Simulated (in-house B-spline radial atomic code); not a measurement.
## Ionising the germanium ion Ge⁴⁺ with different functionals

Computed with an all-electron radial atomic-structure program (B-spline basis): four-component Dirac-Coulomb Hamiltonian, Fermi nucleus of rms radius 4.0742 fm, spin-restricted, spherical fractional occupations for the functionals, and exact exchange of hybrids averaged over the configuration. The ionisation energy is the difference of two self-consistent energies, [Ar] 3d10 → [Ar] 3d9, without Breit or QED terms; ε is the level of the shell that loses the electron (mean over j). The electron is taken from both j subshells in proportion to 2j + 1, so the result is a j average, not the step between ground levels.

```tsv
method	rung	ΔSCF (eV)	-ε(3d) (eV)
PBE0	global hybrid	90.66	81.92
LC-wPBE	range-separated hybrid	?	?
CAM-B3LYP	range-separated hybrid	?	?
HSE06	range-separated hybrid	90.61	81.46
```

Q: What does LC-wPBE give?

A: ΔSCF 90.92 eV, and -ε(3d) = 83.71 eV.

Q: What does CAM-B3LYP give?

A: ΔSCF 90.83 eV, and -ε(3d) = 83.32 eV.

Q: Among the functionals, which spreads more, the ΔSCF values or the orbital energies?

A: The orbital energies: ΔSCF values span about 0.31 eV and the orbital energies 2.25 eV; here energy differences depend much less on the functional than eigenvalues do.

Q: How do they compare with the NIST value?

A: NIST lists 90.50 eV ± 0.019 (measured, ground level to ground level). Errors run from +0.11 to +0.42 eV; HSE06 is closest (+0.11 eV), but part of that can be cancellation, since the calculations leave out Breit-QED terms, spin polarisation, the choice among j levels, multiplet and fine-structure energies.
